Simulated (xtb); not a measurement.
HGa, charge -1, doublet, at a GFN2-xTB geometry (such geometries of metal compounds can be far from the true shape) (a state made from the parent by changing its charge; the spin is typed, not shown lowest); xtb with GFN2-xTB.

The xtb input:
```
$ xtb mol.xyz --gfn 2 --chrg -1 --uhf 1 --json

# file mol.xyz
2

Ga    -0.00000000    -0.00000000    -0.04040855
H      0.00000000     0.00000000     1.25266497
```

What does xtb print? Leave out banner, timings and long lists.


```
   ID    Z sym.   atoms
    1   31 Ga     1
    2    1 H      2

           -------------------------------------------------
          |                Calculation Setup                |
           -------------------------------------------------

           -------------------------------------------------
          |                 G F N 2 - x T B                 |
           -------------------------------------------------

          ...................................................
          :                      SETUP                      :
          :.................................................:
          :  # basis functions                  11          :
          :  # atomic orbitals                  10          :
          :  # shells                            4          :
          :  # electrons                         5          :
          :  max. iterations                   250          :
          :  Hamiltonian                  GFN2-xTB          :
          :  restarted?                      false          :
          :  GBSA solvation                  false          :
          :  PC potential                    false          :
          :  electronic temp.          300.0000000     K    :
          :  accuracy                    1.0000000          :
          :  -> integral cutoff          0.2500000E+02      :
          :  -> integral neglect         0.1000000E-07      :
          :  -> SCF convergence          0.1000000E-05 Eh   :
          :  -> wf. convergence          0.1000000E-03 e    :
          :  Broyden damping             0.4000000          :
          :  net charge                         -1          :
          :  unpaired electrons                  1          :
          ...................................................

 iter      E             dE          RMSdq      gap      omega  full diag
   1     -1.7613320 -0.176133E+01  0.135E+01    0.00       0.0  T
   2     -1.7735054 -0.121734E-01  0.129E+01    0.00       1.0  T
   3     -1.7842108 -0.107055E-01  0.121E+01    0.00       1.0  T
   4     -1.8353161 -0.511053E-01  0.528E+01    0.54       1.0  T
   5     -1.8499447 -0.146286E-01  0.508E+01    0.45       1.0  T
   6     -1.9409763 -0.910316E-01  0.542E+01    0.31       1.0  T
   7     -2.2927494 -0.351773E+00  0.450E+01    2.17       1.0  T
   8     -2.2984107 -0.566137E-02  0.448E+01    2.20       1.0  T
   9     -2.1442681  0.154143E+00  0.439E+01    1.38       1.0  T
[...]
         :: total energy              -3.201287806679 Eh    ::
[...]
         1        2.0000           -2.6795206             -72.9135
         2        1.5000           -2.4854231             -67.6318
         3        1.5000           -2.4854231             -67.6318 (HOMO)
         4                         -1.2679896             -34.5038 (LUMO)
         5                         -0.1938172              -5.2740
         6                         -0.0426746              -1.1612
         7                         -0.0426746              -1.1612
         8                          0.0028512               0.0776
         9                          0.0028512               0.0776
        10                          1.1095093              30.1913
      -------------------------------------------------------------
                  HL-Gap            1.2174335 Eh           33.1281 eV
             Fermi-level           -2.1810647 Eh          -59.3498 eV

     #   Z          covCN         q      C6AA      α(0)
     1  31 Ga       0.924    -2.379   445.895    53.985
     2   1 H        0.924     1.379     0.038     0.306

 Mol. C6AA /au·bohr⁶  :        453.420326
 Mol. C8AA /au·bohr⁸  :      50403.167793
 Mol. α(0) /au        :         54.291079

Wiberg/Mayer (AO) data.
largest (>0.10) Wiberg bond orders for each atom

 ---------------------------------------------------------------------------
     #   Z sym  total        # sym  WBO       # sym  WBO       # sym  WBO
 ---------------------------------------------------------------------------
     1  31 Ga  -0.903
     2   1 H   -0.903
 ---------------------------------------------------------------------------

molecular dipole:
                 x           y           z       tot (Debye)
 q only:        0.000       0.000       3.447
   full:        0.000      -0.000       2.443       6.211
molecular quadrupole (traceless):
                xx          xy          yy          xz          yz          zz
 q only:       -3.858       0.000      -3.858       0.000       0.000       7.716
  q+dip:       -3.837       0.000      -3.837       0.000       0.000       7.675
   full:       -2.593       0.000      -2.593      -0.000      -0.000       5.186

           -------------------------------------------------
          | TOTAL ENERGY               -3.201287806679 Eh   |
          | GRADIENT NORM               0.000069677121 Eh/α |
          | HOMO-LUMO GAP              33.128050996897 eV   |
           -------------------------------------------------

normal termination of xtb
```
